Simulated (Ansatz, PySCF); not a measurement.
Process, species as SMILES: Cl[Si]Br -> Cl[Si]Br as doublet, charge -1 (an electron is taken up)
Structures are relaxed separately at B3LYP-D3(BJ)/def2-TZVP in Ansatz (a program for electronic structure). Unstable Hartree-Fock reference: Cl[Si]Br.

Property: adiabatic electron affinity (0 K, with B3LYP-D3(BJ) harmonic zero-point energies from PySCF), positive where the reaction releases energy, in eV. Valence correlation only, unless marked. UHF or UKS for open shells. Spin-orbit coupling is left out. The frozen core is the preceding noble-gas configuration, with the filled d and f shells of earlier blocks. No relativistic terms. Anions need diffuse functions: def2-D sets add few; the other sets have none. CBS(X,Y): correlation extrapolated as X^-3; Hartree-Fock from the larger set. [CCSD(T)-MP2]/basis is that difference in the basis named.

```
level                                                                 program  adiabatic electron affinity (eV)  minus last row
-------------------------------------------------------------  --------------  --------------------------------  --------------
HF/def2-TZVPP                                                          Ansatz                              1.05           -0.29
BP86-D4/def2-TZVPD                                              PySCF + dftd4                              1.48            0.14
r2SCAN/def2-TZVPD                                                      Ansatz                              1.47            0.13
PBE0-D3(BJ)/def2-TZVPD                                         Ansatz + dftd3                              1.43            0.09
PBE0-D4/def2-TZVP                                              Ansatz + dftd4                              1.35            0.01
PBE0/def2-QZVPP                                                        Ansatz                              1.40            0.06
r2SCANh/def2-TZVPD                                                     Ansatz                              1.49            0.15
HSE06-D4/def2-TZVPD                                            Ansatz + dftd4                              1.43            0.09
CAM-B3LYP-D4/def2-TZVPD                                        Ansatz + dftd4                              1.46            0.12
B2PLYP-D4/def2-TZVPD                                           Ansatz + dftd4                              1.32           -0.02
RPA@PBE/def2-TZVPP                                                     Ansatz                              1.38            0.04
MP2/STO-3G                                                             Ansatz                             -3.35           -4.69
SCS-MP2/6-31G*                                                         Ansatz                              1.01           -0.33
CCSD/6-31G                                                             Ansatz                              1.84            0.50
RI-MP2/CBS(def2-TZVPPD,def2-QZVPPD)+[CCSD(T)-MP2]/def2-TZVPPD          Ansatz                              1.34            0.00
```
